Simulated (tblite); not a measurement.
Compound: C₈H₁₂OP (charge +1).
SMILES with atom numbers: `[CH:1]#[C:2][P+:3]1([CH3:4])[CH2:5][CH2:6][C:7](=[O:8])[CH2:9][CH2:10]1` (hydrogens: H11 on C1; H12, H13, H14 on C4; H15, H16 on C5; H17, H18 on C6; H19, H20 on C9; H21, H22 on C10)

Structure used (GFN2-xTB), in Å, numbered top down from 1:
```xyz
22
C8H12OP angstrom
C      2.0817    1.0630   -2.0855
C      1.5563    0.5484   -1.1338
P      0.8109   -0.2046    0.2540
C      2.0955   -0.9078    1.3097
C     -0.3628   -1.4606   -0.3324
C     -1.5372   -0.7707   -1.0381
C     -2.2247    0.2204   -0.1062
O     -3.3228    0.0448    0.3308
C     -1.3799    1.4395    0.2455
C     -0.1844    1.0430    1.1209
H      2.5440    1.5137   -2.9190
H      2.6641   -1.6513    0.7499
H      2.7708   -0.1185    1.6418
H      1.6361   -1.3810    2.1778
H      0.1454   -2.1528   -1.0101
H     -0.7161   -2.0276    0.5353
H     -1.1865   -0.2442   -1.9295
H     -2.2663   -1.5236   -1.3428
H     -2.0060    2.1490    0.7895
H     -1.0335    1.9161   -0.6750
H     -0.5291    0.6091    2.0653
H      0.4342    1.9153    1.3512
```

Calculated harmonic vibrations of the isolated species, GFN2-xTB (tblite), most abundant isotopes, no scaling. The method is semi-empirical: single wavenumbers can be off by several per cent or more. One conformer, not necessarily the lowest.

Harmonic wavenumbers (cm⁻¹): 49.1, 90.5, 95.0, 145.6, 152.4, 161.5, 178.3, 248.5, 268.7, 328.7, 356.1, 358.7, 431.5, 494.2, 610.4, 672.1, 691.3, 695.1, 712.9, 735.4, 769.0, 775.5, 822.2, 863.1, 884.3, 892.6, 896.1, 987.8, 1003.6, 1037.2, 1038.0, 1091.5, 1104.4, 1157.9, 1196.1, 1233.9, 1241.0, 1283.6, 1299.2, 1313.4, 1383.2, 1389.2, 1397.0, 1402.5, 1441.1, 1452.7, 1808.9, 2199.6, 2935.4, 2938.9, 2948.7, 2949.7, 2971.9, 2977.8, 2992.7, 2995.9, 2997.8, 3008.1, 3008.9, 3340.4.

A = 1809, B = 844.3, C = 791.2 MHz; mass 155.063 u (most abundant isotopes); point group Cs, symmetry number 1.

Zero-point energy?

Half the sum of the wavenumbers: 38453 cm⁻¹ = 109.94 kcal/mol.

Entropy at 350 K, 1 bar (ideal gas, RRHO, classical rotation)?

Translation 41.85, rotation 30.44, vibration 41.26: S = 113.5 cal/(mol K).

And Cp and H(350 K) − H(0)?

Cp = 51.76 cal/(mol K), of which vibrations give 43.81 (their classical limit is 60 R = 119.2); H(350 K) − H(0) = 10.49 kcal/mol without the zero-point energy, 7.71 from vibrations.

What must be added to the electronic energy to get the Gibbs energy at 350 K and 1 bar?

ZPE + [H(350 K) − H(0)] − T·S = 109.94 + 10.49 − 39.74 = 80.69 kcal/mol.

Which modes carry the vibrational entropy at 350 K?

49.1 cm⁻¹: 5.17; 90.5 cm⁻¹: 3.96; 95.0 cm⁻¹: 3.87; 145.6 cm⁻¹: 3.04; 152.4 cm⁻¹: 2.95; 161.5 cm⁻¹: 2.84 cal/(mol K); the other 54 give 19.43 together.

Hindered rotation and anharmonicity are outside this model. Other conformers, if any are populated, would add a mixing term that is left out.

The run took 0.93 s on an Intel Xeon 6975P-C with one thread, no GPU, shared host. This covers the Hessian and the dipole derivatives.
